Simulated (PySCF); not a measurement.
1-fluorosilolane (C₄H₉FSi), SMILES F[SiH]1CCCC1.

Geometry: B3LYP-D3(BJ)/def2-SVP. Other conformers were not sampled.

These are TDDFT-PBE0/def2-SVPD (PySCF) values and carry that method's errors.

Vertical excitations. Gas-phase values at a fixed geometry.

Computed lowest excited states:
```
state  energy (eV)  λ (nm)      f                                                                main pairs
-----  -----------  ------  -----  ------------------------------------------------------------------------
S1            7.33     169  0.005                                          HOMO→LUMO 73 %, HOMO→LUMO+1 24 %
S2            7.66     162  0.008                                          HOMO→LUMO+1 73 %, HOMO→LUMO 25 %
S3            7.84     158  0.000                                      HOMO−1→LUMO 72 %, HOMO−1→LUMO+1 24 %
S4            8.13     152  0.010                    HOMO→LUMO+2 68 %, HOMO−1→LUMO+1 19 %, HOMO−1→LUMO 11 %
S5            8.29     150  0.106                    HOMO−1→LUMO+1 52 %, HOMO→LUMO+2 28 %, HOMO−1→LUMO 13 %
S6            8.44     147  0.042                    HOMO→LUMO+3 62 %, HOMO−1→LUMO+2 17 %, HOMO→LUMO+4 13 %
S7            8.55     145  0.032  HOMO−1→LUMO+2 40 %, HOMO→LUMO+3 27 %, HOMO→LUMO+4 17 %, HOMO−2→LUMO 10 %
S8            8.60     144  0.002                                                          HOMO−2→LUMO 86 %
S9            8.76     142  0.013                                      HOMO→LUMO+4 64 %, HOMO−1→LUMO+2 28 %
S10           8.84     140  0.009                                                        HOMO−2→LUMO+1 91 %
T1            6.96     178      0                                          HOMO→LUMO 66 %, HOMO→LUMO+1 29 %
T2            7.40     168      0                    HOMO−1→LUMO 51 %, HOMO−1→LUMO+1 28 %, HOMO→LUMO+1 11 %
T3            7.47     166      0                        HOMO→LUMO+1 52 %, HOMO→LUMO 28 %, HOMO−1→LUMO 10 %
T4            7.67     162      0                                                          HOMO→LUMO+2 86 %
```
Triplets are in the Tamm–Dancoff approximation, which puts them higher than full response would, so one can lie above its singlet here.
